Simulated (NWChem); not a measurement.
# C$_{2}$H$_{5}$BClN; SMILES C=CB(Cl)N

```xyz
10

B     -0.2308    -0.0569     0.0156
Cl     0.4457    -1.6800    -0.2962
C      0.7476     1.1496     0.1739
C      0.4329     2.4109    -0.1494
H      1.7673     0.9490     0.5247
H      1.1463     3.2368    -0.0569
H     -0.5548     2.6774    -0.5445
N     -1.6154     0.0685     0.0962
H     -2.2460    -0.7098    -0.0426
H     -2.0670     0.9430     0.3289
```
Atoms are numbered in this order, from 1.

Level: PBE0/def2-SVP (NWChem), optimised geometry, unscaled harmonic frequencies. 

Question: List the harmonic frequencies with IR intensities, and the thermochemistry.

Answer: 
| frequency (cm⁻¹) | IR intensity (km/mol) |
|---|---|
| 81 | 0.8 |
| 200 | 1.5 |
| 297 | 1.0 |
| 343 | 5.1 |
| 449 | 22.0 |
| 517 | 122.0 |
| 590 | 22.3 |
| 656 | 23.2 |
| 678 | 28.3 |
| 832 | 7.5 |
| 988 | 33.9 |
| 1025 | 5.1 |
| 1051 | 10.8 |
| 1107 | 224.2 |
| 1294 | 17.9 |
| 1373 | 62.8 |
| 1442 | 44.7 |
| 1592 | 192.0 |
| 1704 | 31.1 |
| 3141 | 13.1 |
| 3174 | 1.9 |
| 3236 | 10.3 |
| 3635 | 50.7 |
| 3746 | 43.9 |

```json
{
  "zero_point_energy": "47.4 kcal/mol",
  "thermal correction to the enthalpy at 298.15 K (with zero-point energy)": "51.8 kcal/mol",
  "heat capacity Cv": "20.8 cal/(mol K)",
  "entropy at 298.15 K and 1 atm (symmetry number 1)": "77.8 cal/(mol K)",
  "dipole_moment": "2.68 D"
}
```

Rigid rotor and harmonic oscillator; modes under 100 cm⁻¹ make the entropy uncertain.
